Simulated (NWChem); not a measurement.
System: C₂H₆FNSi; SMILES N[SiH2]/C=C/F

```xyz
11

N      0.7718    -2.3581     0.2083
Si    -0.4663    -1.1723    -0.0681
C      0.0891     0.5647    -0.4833
C     -0.1722     1.5919     0.3234
F      0.2114     2.8561     0.0573
H      1.2058    -2.8089    -0.5884
H      1.4498    -2.2173     0.9483
H     -1.2903    -1.0492     1.1657
H     -1.2765    -1.7086    -1.1936
H      0.6451     0.7832    -1.3956
H     -0.7138     1.5379     1.2651
```
Atoms are numbered in this order, from 1.

All runs: NWChem. Pople sets run with spherical d functions. STO-3G and 3-21G are far too small for this property and stand as cheap habits. Coordinates come from a B3LYP/6-31G* (spherical d) optimisation. GIAO values for the isolated, static molecule; σ is the absolute isotropic shielding, δ = σ(reference) − σ with the isolated reference molecule computed at the same levels (13C: tetramethylsilane, 1H: tetramethylsilane, 29Si: tetramethylsilane).

| level | δ Si2 (ppm) | δ C3 (ppm) | δ H7 (ppm) | δ H8 (ppm) | δ H9 (ppm) | δ H10 (ppm) | δ H11 (ppm) |
|---|---|---|---|---|---|---|---|
| LDA (Slater exchange, VWN5)/pcSseg-1 | -43.0 | 115.5 | 0.11 | 5.01 | 5.24 | 5.47 | 6.72 |
| B3LYP/6-31G* | -20.4 | 98.1 | -0.42 | 4.81 | 4.93 | 4.85 | 6.59 |
| Hartree-Fock/STO-3G | ? | ? | ? | ? | ? | ? | ? |
| Hartree-Fock/6-31G* | -25.0 | 101.3 | -0.11 | 4.72 | 4.83 | 5.10 | 6.80 |

Problem. Complete the blanks.

Solution. 
- Hartree-Fock/STO-3G, δ Si2 (ppm): -33.9
- Hartree-Fock/STO-3G, δ C3 (ppm): 102.1
- Hartree-Fock/STO-3G, δ H7 (ppm): -1.84
- Hartree-Fock/STO-3G, δ H8 (ppm): 2.34
- Hartree-Fock/STO-3G, δ H9 (ppm): 2.11
- Hartree-Fock/STO-3G, δ H10 (ppm): 5.25
- Hartree-Fock/STO-3G, δ H11 (ppm): 5.89
